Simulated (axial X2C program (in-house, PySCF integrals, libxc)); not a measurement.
# Spectroscopic constants of CoGe

Computed with an in-house relativistic program for diatomic molecules. Spin-free means the one-electron spin-free X2C Hamiltonian; two-component (2c) means X2C with spin–orbit coupling and atomic mean-field two-electron Coulomb and Gaunt terms, so the difference of the two also holds small scalar two-electron terms. Basis: Ge dyall-cv3z [9s9p7d4f1g], Co dyall-cv3z [9s10p6d3f2g] (cores contracted in-house); Gaussian nuclei, density fitting, unrestricted open shells. Masses: Ge 73.921 u, Co 58.933 u.

The run was started with this input:
```json
{
 "zs": [
  32,
  27
 ],
 "q": 0,
 "bas": [
  "dyall-cv3z",
  "dyall-cv3z"
 ],
 "levels": [
  "PBE0",
  "HF",
  "B3LYP"
 ],
 "cc": true,
 "r0": 2.32,
 "thr": -1.0,
 "nmax": 90,
 "npts": 10,
 "nst": 2,
 "ntry": 6
}
```
```bash
python so2c.py task.json out
```

Keys: zs atomic numbers; q charge; bas basis sets; levels methods; cc coupled cluster on or off; r0 starting distance in Å; thr threshold in hartree for freezing inner shells (an s shell follows its p shell); nmax most natural virtual spinors; npts points on the curve; nst determinants followed; ntry starts of the search. HF also brings MP2.

State, spin-free: M_S = 1/2, Λ = 3 (beyond evenly filled blocks: σα, π+β, δ+α, δ+β, δ-α); electrons by block: σα: 14, σβ: 13, π+α: 6, π+β: 7, π-α: 6, π-β: 6, δ+α: 2, δ+β: 2, δ-α: 2, δ-β: 1. Fragments: Ge + Co.

State, 2c: Ω = 7/2 (⟨Sz⟩ = 0.50, ⟨Lz⟩ = 3.00 at PBE0); electrons by block: 1/2: 21, -1/2: 19, 3/2: 8, -3/2: 8, 5/2: 2, -5/2: 1. Fragments: Ge + Co.

```json
{"Hamiltonian": "spin-free", "level": "PBE0", "Re (Å)": "2.325", "ωe (cm⁻¹)": "255.4", "αe (cm⁻¹)": "0.000453", "De (eV)": "1.80", "D0 (eV)": "1.79", "k (mdyn/Å)": "1.26", "μ (D)": "1.94"}
{"Hamiltonian": "spin-free", "level": "HF", "Re (Å)": "2.608", "ωe (cm⁻¹)": "185.3", "αe (cm⁻¹)": "0.000478", "De (eV)": "0.547", "D0 (eV)": "0.536", "k (mdyn/Å)": "0.663", "μ (D)": "3.34"}
{"Hamiltonian": "spin-free", "level": "CCSD", "Re (Å)": "2.425", "ωe (cm⁻¹)": "207.5", "αe (cm⁻¹)": "0.000555", "De (eV)": "0.818", "D0 (eV)": "0.805", "k (mdyn/Å)": "0.832", "μ (D)": "n/a"}
{"Hamiltonian": "spin-free", "level": "CCSD(T)", "Re (Å)": "2.398", "ωe (cm⁻¹)": "213.7", "αe (cm⁻¹)": "0.000552", "De (eV)": "n/a", "D0 (eV)": "n/a", "k (mdyn/Å)": "0.882", "μ (D)": "n/a"}
{"Hamiltonian": "spin-free", "level": "B3LYP", "Re (Å)": "2.332", "ωe (cm⁻¹)": "248.9", "αe (cm⁻¹)": "0.000471", "De (eV)": "1.83", "D0 (eV)": "1.82", "k (mdyn/Å)": "1.2", "μ (D)": "1.55"}
{"Hamiltonian": "2c", "level": "PBE0", "Re (Å)": "2.327", "ωe (cm⁻¹)": "254.6", "αe (cm⁻¹)": "0.000454", "De (eV)": "n/a", "D0 (eV)": "n/a", "k (mdyn/Å)": "1.25", "μ (D)": "1.92"}
{"Hamiltonian": "2c", "level": "HF", "Re (Å)": "2.610", "ωe (cm⁻¹)": "184.7", "αe (cm⁻¹)": "0.000479", "De (eV)": "n/a", "D0 (eV)": "n/a", "k (mdyn/Å)": "0.659", "μ (D)": "3.32"}
{"Hamiltonian": "2c", "level": "B3LYP", "Re (Å)": "2.334", "ωe (cm⁻¹)": "248.1", "αe (cm⁻¹)": "0.000472", "De (eV)": "n/a", "D0 (eV)": "n/a", "k (mdyn/Å)": "1.19", "μ (D)": "1.53"}
```

Correlated methods: 13 electrons correlated (number of frozen shells: Ge 3 s, 2 p, 1 d; Co 3 s, 2 p), 287 virtual spin orbitals or spinors in MP2, 90 natural virtuals in coupled cluster.

Dipoles are positive if Co is the positive end.

The state is one determinant whose occupation by symmetry is held fixed; it was picked as the lowest of a PBE0 search that is not exhaustive. Dissociation energies refer to the lowest single-determinant-based atoms at the same level and basis. De is not given where an atomic determinant may have missed its ground term or J level, or where the truncated virtual space spoils (T). Density functionals use the spin component along the axis (collinear). CCSD and (T) use frozen natural virtuals with an MP2 correction for the truncation; (T) itself is uncorrected, so its De runs slightly low. PBE0 can misorder states that lie within some tenths of an eV, so this need not be the ground state of the molecule. The nearest other spin-free determinant of the search, M_S = 3/2, Λ = 3, lies 0.06 eV up at the distance of the search. Without a current term, density functionals place determinants with orbital angular momentum somewhat too high. With several unpaired electrons one determinant need not be a pure state. A state of lower Ω lies just above, and one determinant can place such states too high, so the state shown need not be the lowest. The search has Ω = 5/2 only 0.05 eV up. The determinant is spin-polarised beyond a pure state at some levels (its spin-free form has ⟨S²⟩ too high), which makes Re and μ there less reliable. The T1 diagnostic is large, a sign of multireference character. With the outer-core shells frozen, correlated bond lengths of heavy atoms tend to come out a few hundredths of an ångström too long.

No reliable constants came from CCSD (2c), CCSD(T) (2c), MP2 (2c), MP2 (spin-free): no minimum in range, unconverged points, a curve that is not smooth, a change of character along it, or the two Hamiltonians disagreeing along it.

Rough cost a point (2c) on 1 thread(s) of a shared host, integrals apart: PBE0 1.2 s, HF 1.1 s, B3LYP 1.2 s.

The whole task took 4 min on 1 thread of Arm Neoverse V2 (shared host).
